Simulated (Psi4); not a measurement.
H, doublet; Psi4 1.11 with HF/def2-SV(P).

Psi4 was given this input:
```
memory 2 GB

molecule mol {
0 2
  H     0.000000    0.000000    0.000000
}

set basis def2-sv(p)
set reference uhf
set cholesky_tolerance 1e-6
set scf_type cd

energy('scf')
print_variables()
```

Problem. Predict the main parts of the log of this Psi4 run.

Solution. 
```
   => Loading Basis Set <=

    Name: DEF2-SV(P)
    Role: ORBITAL
    Keyword: BASIS

         ---------------------------------------------------------
                                   SCF
               by Justin Turney, Rob Parrish, Andy Simmonett
                          and Daniel G. A. Smith
                              UHF Reference
         ---------------------------------------------------------

  ==> Geometry <==

    Molecular point group: d2h
    Geometry (in Angstrom), charge = 0, multiplicity = 2:

       Center              X                  Y                   Z               Mass
    ------------   -----------------  -----------------  -----------------  -----------------
         H            0.000000000000     0.000000000000     0.000000000000     1.007825032230

  Running in d2h symmetry.

  Rotational constants: A = ************  B = ************  C = ************ [cm^-1]
  Rotational constants: A = ************  B = ************  C = ************ [MHz]
  Nuclear repulsion =    0.000000000000000

  Charge       = 0
  Multiplicity = 2
  Electrons    = 1
  Nalpha       = 1
  Nbeta        = 0

  ==> Algorithm <==

  SCF Algorithm Type is CD.
  DIIS enabled.
  MOM disabled.
  Fractional occupation disabled.
  Guess Type is CORE.
  Energy threshold   = 1.00e-06
  Density threshold  = 1.00e-06
  Integral threshold = 1.00e-12

  ==> Primary Basis <==

  Basis Set: DEF2-SV(P)
    Blend: DEF2-SV(P)
    Number of shells: 2
    Number of basis functions: 2
    Number of Cartesian functions: 2
    Spherical Harmonics?: true
    Max angular momentum: 0

  ==> Integral Setup <==

  ==> CDJK: Cholesky-decomposed J/K Matrices <==

    J tasked:                     Yes
    K tasked:                     Yes
    wK tasked:                     No
    Integrals threads:              1
    Algorithm:                   Core
    Integral Cache:              NONE
    Schwarz Cutoff:             1E-12
    Cholesky tolerance:      1.00E-06
    No. Cholesky vectors:           3

  Minimum eigenvalue in the overlap matrix is 3.1520017525E-01.
  Reciprocal condition number of the overlap matrix is 1.8708464390E-01.
    Using symmetric orthogonalization.

  ==> Pre-Iterations <==

  SCF Guess: Core (One-Electron) Hamiltonian.

   -------------------------------------------------------
    Irrep   Nso     Nmo     Nalpha   Nbeta   Ndocc  Nsocc
   -------------------------------------------------------
     Ag         2       2       1       0       0       1
     B1g        0       0       0       0       0       0
     B2g        0       0       0       0       0       0
     B3g        0       0       0       0       0       0
     Au         0       0       0       0       0       0
     B1u        0       0       0       0       0       0
     B2u        0       0       0       0       0       0
     B3u        0       0       0       0       0       0
   -------------------------------------------------------
    Total       2       2       1       0       0       1
   -------------------------------------------------------

  ==> Iterations <==

                        Total Energy        Delta E     RMS |[F,P]|

   @UHF iter   1:    -0.49927840571435   -4.99278e-01   3.80875e-17 DIIS
   @UHF iter   2:    -0.49927840571435   -5.55112e-17   0.00000e+00 DIIS
  Energy and wave function converged.

  ==> Post-Iterations <==

   @Spin Contamination Metric:   0.000000000E+00
   @S^2 Expected:                7.500000000E-01
   @S^2 Observed:                7.500000000E-01
   @S   Expected:                5.000000000E-01
   @S   Observed:                5.000000000E-01

    Orbital Energies [Eh]
    ---------------------

    Alpha Occupied:

       1Ag    -0.499278

    Alpha Virtual:

       2Ag     0.572141

    Beta Occupied:

    Beta Virtual:

       1Ag     0.073313     2Ag     0.752981

    Final Occupation by Irrep:
             Ag   B1g   B2g   B3g    Au   B1u   B2u   B3u
    DOCC [     0,    0,    0,    0,    0,    0,    0,    0 ]
    SOCC [     1,    0,    0,    0,    0,    0,    0,    0 ]
    NA   [     1,    0,    0,    0,    0,    0,    0,    0 ]
    NB   [     0,    0,    0,    0,    0,    0,    0,    0 ]

  @UHF Final Energy:    -0.49927840571435

   => Energetics <=

    Nuclear Repulsion Energy =              0.0000000000000000
    One-Electron Energy =                  -0.4992784057143473
    Two-Electron Energy =                   0.0000000000000000
    Total Energy =                         -0.4992784057143473

  UHF NO Occupations:
  HONO-0 :    1 Ag 1.0000000
  LUNO+0 :    2 Ag 0.0000000

Computation Completed

Properties will be evaluated at   0.000000,   0.000000,   0.000000 [a0]

Properties computed using the SCF density matrix

 Multipole Moments:

 ------------------------------------------------------------------------------------
     Multipole            Electronic (a.u.)      Nuclear  (a.u.)        Total (a.u.)
 ------------------------------------------------------------------------------------

 L = 1.  Multiply by 2.5417464519 to convert [e a0] to [Debye]
 Dipole X            :          0.0000000            0.0000000            0.0000000
 Dipole Y            :          0.0000000            0.0000000            0.0000000
 Dipole Z            :          0.0000000            0.0000000            0.0000000
 Magnitude           :                                                    0.0000000

 ------------------------------------------------------------------------------------

  Variable Map:
  ----------------------------------------------------------------------------
  "CURRENT ENERGY"           =>      -0.499278405714
  "CURRENT REFERENCE ENERGY" =>      -0.499278405714
  "DD SOLVATION ENERGY"      =>       0.000000000000
  "HF KINETIC ENERGY"        =>       0.499278406635
  "HF POTENTIAL ENERGY"      =>      -0.998556812350
  "HF TOTAL ENERGY"          =>      -0.499278405714
  "HF VIRIAL RATIO"          =>       1.999999998156
  "NUCLEAR REPULSION ENERGY" =>       0.000000000000
  "ONE-ELECTRON ENERGY"      =>      -0.499278405714
  "PCM POLARIZATION ENERGY"  =>       0.000000000000
  "PE ENERGY"                =>       0.000000000000
  "SCF ITERATION ENERGY"     =>      -0.499278405714
  "SCF ITERATIONS"           =>       2.000000000000
  "SCF TOTAL ENERGY"         =>      -0.499278405714
  "TWO-ELECTRON ENERGY"      =>       0.000000000000

  Array Variable Map:
  ----------------------------------------------------------------------------
  "CURRENT DIPOLE"           =>       0.000000000000 ... 0.000000000000 1 by 3
  "SCF DIPOLE"               =>       0.000000000000 ... 0.000000000000 1 by 3
  "SCF TOTAL ENERGIES"       =>      -0.499278405714 ... -0.499278405714 1 by 2
```
